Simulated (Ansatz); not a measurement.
Species: C7H11 (charge 0, doublet). It need not be the lowest isomer of its formula. 
Geometry from a B3LYP-D3(BJ)/def2-TZVP (Ansatz, a first-principles code) optimisation:
```xyz
18

C      2.3046    -0.0004     0.6808
C      1.1718     0.0136     0.0288
C      0.4372    -1.2592    -0.3603
C     -0.9978    -1.2458     0.1827
C     -1.7437     0.0213    -0.2369
C     -0.9878     1.2813     0.1859
C      0.4481     1.2843    -0.3560
H      2.9897    -0.7380     1.0694
H      0.9782    -2.1376    -0.0075
H      0.4045    -1.3149    -1.4552
H     -0.9635    -1.3021     1.2752
H     -1.5306    -2.1346    -0.1648
H     -1.8663     0.0229    -1.3260
H     -2.7494     0.0239     0.1904
H     -0.9537     1.3348     1.2786
H     -1.5139     2.1745    -0.1596
H      0.4125     1.3457    -1.4506
H      0.9985     2.1544     0.0005
```
Charge 0, spin multiplicity 2.

Basis-set convergence of Hartree-Fock and MP2 correlation energies (hartree) with Ansatz. Valence correlation only, unless marked. Open shells are spin-unrestricted. No spin-orbit coupling. Non-relativistic.

The UHF reference is spin-contaminated (<S^2> 0.17 over the pure value in the largest basis). 

```csv
basis,functions,E(HF),"E(corr, MP2)"
cc-pVDZ,153,-271.43123,-0.92996
cc-pVTZ,364,…,…
```

### Question
Some entries are withheld; supply them.

### Answer

- cc-pVTZ, E(HF): -271.50122
- cc-pVTZ, E(corr, MP2): -1.13510
